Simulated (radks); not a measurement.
Values are calculated unless marked as measured or tabulated.
Question: Species: Tm8+. Configuration: [Kr] 4d10 4f11 5s2 5p2. Code: a radial shooting solver on a logarithmic mesh with Libxc functionals. Model: non-relativistic Kohn-Sham, LDA (Slater exchange, Perdew-Wang correlation), spin-unpolarised, spherical densities, point nucleus; relativity is left out, which matters for an element this heavy. Some entries of the table are withheld. Estimate them.

orbital  occ.  eigenvalue (hartree)  r(max) (bohr)  <r> (bohr)
1s          2             -2027.426        0.01458     0.02198
2s          2             -331.9895        0.07964     0.09319
2p          6             -317.4456        0.06187     0.07890
3s          2             -77.80300         0.2202      0.2385
3p          6             -71.16930         0.2079      0.2283
3d         10             -58.76515         0.1647      0.2012
4s          2             -18.71834         0.4985      0.5348
4p          6                   (1)         0.5010      0.5445
4d         10             -11.17789         0.5015         (2)
5s          2              -5.82576          1.121       1.202
4f         11                   (3)         0.4771      0.6604
5p          2              -4.98153          1.191       1.287

Answer: 
(1) 4p eigenvalue (hartree): -16.03321
(2) 4d <r> (bohr): 0.5681
(3) 4f eigenvalue (hartree): -5.00181
